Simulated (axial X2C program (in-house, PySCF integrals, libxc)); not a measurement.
GaH: nuclear properties from DFT to coupled cluster

Computed with an in-house all-electron X2C program for linear molecules (integrals from PySCF): two-component X2C with atomic mean-field Coulomb and Gaunt terms, Gaussian nuclei, basis Ga dyall-acv3z, H dyall-av3z with contracted cores.

R = 1.675 Å (near the PBE0 minimum at charge 0 of the determinant lowest at the starting distance; the state shown can have its own minimum elsewhere); state Ω = 0 (closed shell).

```
level  qzz Ga (a.u.)  qzz H (a.u.)  μ (D)
 PBE0          -4.17          0.07  -0.48
   HF          -4.07          0.08  -0.27
B3LYP          -4.16          0.07  -0.62
```

qzz is the electric field gradient, eQq0 = 234.96 MHz × Q/barn × qzz; μ is positive if the H end (last atom) is positive. The operators were transformed with the bare-nucleus X2C matrices; with these basis sets, hyperfine constants and field gradients can be off by tens of per cent, and where levels differ in sign neither size nor sign is settled.

Finite-field MP2, CCSD and CCSD(T), with 14 electrons correlated in 130 natural virtual spinors (MP2 remainder added):

```
  level  qzz Ga (a.u.)  qzz H (a.u.)  μ (D)
    MP2          -4.15          0.07  -0.59
   CCSD          -4.01          0.07  -0.49
CCSD(T)          -3.98          0.07  -0.51
```

T1 = 0.015 (Lee–Taylor). One unrestricted determinant, the lowest of a limited PBE0 search, is the reference; the functionals treat spin collinearly. Correlation of the inner shells is missing, which matters for properties at the nucleus. Number of frozen shells: Ga 3 s, 2 p; H none.

**Question.** By how much does correlation change each value, CCSD(T) against HF?

**Answer.** qzz Ga -2 %; qzz H -12 %; μ 89 %.
